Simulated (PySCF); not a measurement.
C2H8FNSi.
SMILES with atom numbers: `[CH3:1][NH:2][Si@H:3]([CH3:4])[F:5]` (hydrogens: H6, H7, H8 on C1; H9 on N2; H10 on Si3; H11, H12, H13 on C4)

Computed by this run: PBE0-D3(BJ)/def2-SVP geometry optimisation, gas phase in PySCF 2.14.0; density fitting, grid level 1; the optimiser is geomeTRIC in internal coordinates, started from a GFN2-xTB structure with every atom displaced at random (about 0.01 Å).

Step 2: E = -14274.0596 eV
```
atom  x, y, z in Å  |  force x, y, z in eV/Å
C1     -1.7293    0.5908    0.1127    0.005   0.041  -0.029
N2     -0.8447   -0.0300   -0.8432   -0.035  -0.078  -0.013
Si3     0.6347   -0.8235   -0.4675   -0.072   0.000   0.133
C4      1.6443    0.2086    0.7063    0.250  -0.060  -0.105
F5      1.3916   -1.0041   -1.8964    0.076   0.027  -0.072
H6     -2.4873   -0.0950    0.5379   -0.004   0.007   0.011
H7     -2.2678    1.4439   -0.3342    0.004  -0.003   0.011
H8     -1.1487    0.9947    0.9565   -0.003   0.006   0.012
H9     -1.3121   -0.3347   -1.6921    0.011   0.006   0.030
H10     0.5148   -2.2174    0.0661    0.001   0.000  -0.036
H11     1.6686    1.2604    0.3815   -0.006  -0.010   0.024
H12     1.2533    0.1624    1.7339   -0.022   0.005   0.020
H13     2.6858   -0.1683    0.7305   -0.205   0.059   0.014
```

Step 3: E = -14274.0632 eV
```
atom  x, y, z in Å  |  force x, y, z in eV/Å
C1     -1.7405    0.6008    0.1094    0.072   0.042   0.013
N2     -0.8496   -0.0452   -0.8244   -0.062  -0.072   0.015
Si3     0.6394   -0.8283   -0.4633   -0.032   0.052   0.019
C4      1.6535    0.2002    0.7058   -0.030   0.014   0.029
F5      1.3969   -0.9776   -1.8985    0.022   0.012  -0.028
H6     -2.5039   -0.0708    0.5474    0.002  -0.007  -0.005
H7     -2.2732    1.4442   -0.3621    0.005  -0.007   0.001
H8     -1.1666    1.0251    0.9479    0.004   0.001   0.008
H9     -1.3148   -0.3571   -1.6704   -0.009  -0.018  -0.031
H10     0.5374   -2.2317    0.0457   -0.002   0.000  -0.023
H11     1.6695    1.2559    0.3951   -0.012  -0.004  -0.001
H12     1.2661    0.1414    1.7354   -0.004   0.018  -0.004
H13     2.6891   -0.1692    0.7240    0.045  -0.032   0.006
```

Step 4: E = -14274.0663 eV
```
atom  x, y, z in Å  |  force x, y, z in eV/Å
C1     -1.7224    0.6052    0.1109    0.011   0.051  -0.021
N2     -0.8595   -0.0644   -0.8318    0.015  -0.065   0.089
Si3     0.6363   -0.8315   -0.4686    0.048   0.047  -0.139
C4      1.6370    0.1997    0.7085   -0.224   0.049   0.114
F5      1.4095   -0.9558   -1.9007   -0.006  -0.003   0.029
H6     -2.4793   -0.0523    0.5805   -0.005  -0.006  -0.007
H7     -2.2604    1.4429   -0.3641   -0.007   0.001   0.005
H8     -1.1263    1.0420    0.9276    0.004  -0.009  -0.012
H9     -1.3337   -0.3863   -1.6688   -0.042  -0.003  -0.003
H10     0.5467   -2.2412    0.0220    0.002  -0.009  -0.009
H11     1.6471    1.2570    0.4046   -0.001   0.006  -0.022
H12     1.2387    0.1357    1.7346    0.014   0.018  -0.019
H13     2.6696   -0.1633    0.7372    0.192  -0.078  -0.005
```

Step 5: E = -14274.0719 eV
```
atom  x, y, z in Å  |  force x, y, z in eV/Å
C1     -1.7056    0.6207    0.1085   -0.010   0.061  -0.013
N2     -0.8763   -0.1027   -0.8228    0.047  -0.071   0.074
Si3     0.6394   -0.8369   -0.4803    0.106   0.056  -0.212
C4      1.6175    0.1914    0.7189   -0.320   0.045   0.149
F5      1.4261   -0.9072   -1.9117   -0.037  -0.017   0.088
H6     -2.4535   -0.0060    0.6315   -0.007  -0.003  -0.010
H7     -2.2506    1.4390   -0.3917   -0.009   0.002   0.005
H8     -1.0821    1.0915    0.8848   -0.006  -0.012  -0.013
H9     -1.3686   -0.4457   -1.6410   -0.047   0.003   0.019
H10     0.5822   -2.2604   -0.0291    0.004  -0.014  -0.009
H11     1.6125    1.2529    0.4310    0.026   0.013  -0.036
H12     1.2095    0.1105    1.7404    0.022   0.008  -0.025
H13     2.6528   -0.1595    0.7534    0.231  -0.072  -0.017
```

**Question.** Estimate the geometry and energy of step 6. (The exact step hangs on the optimiser's Hessian estimate; all steps are aligned on step 5, rigid shifts and turns removed.)

**Answer.** E = -14274.1016 eV, largest force 0.484 eV/Å
```
atom  x, y, z in Å  |  force x, y, z in eV/Å
C1     -1.6260    0.7061    0.0617   -0.126   0.151  -0.009
N2     -0.9648   -0.3112   -0.7104    0.096  -0.199   0.052
Si3     0.6533   -0.8419   -0.5323    0.290   0.097  -0.376
C4      1.5299    0.1263    0.7918   -0.404  -0.038   0.176
F5      1.4522   -0.5895   -1.9456   -0.070  -0.031   0.157
H6     -2.2841    0.3061    0.8569   -0.004  -0.010  -0.018
H7     -2.2418    1.3623   -0.5763    0.000   0.020   0.010
H8     -0.8849    1.3549    0.5521   -0.041  -0.011   0.013
H9     -1.5548   -0.7884   -1.3845   -0.017   0.023   0.105
H10     0.7889   -2.3129   -0.3384   -0.092  -0.025   0.016
H11     1.4489    1.2078    0.6077    0.141   0.022  -0.051
H12     1.1014   -0.0692    1.7892    0.021  -0.031  -0.044
H13     2.5851   -0.1628    0.8201    0.206   0.032  -0.032
```

The energy changes by -0.0297 eV. The first-order estimate −F·Δx gives -0.0417 eV and the mean of the old and new forces, exact on a quadratic surface, -0.0327 eV. The step makes an angle of 86° with the force vector and moves no atom by more than 0.468 Å.

The cost below is that of the whole optimisation. Hardware: an Arm Neoverse V1 with one thread, shared host. Cost: 92 s wall, 0.48 GiB resident at most.
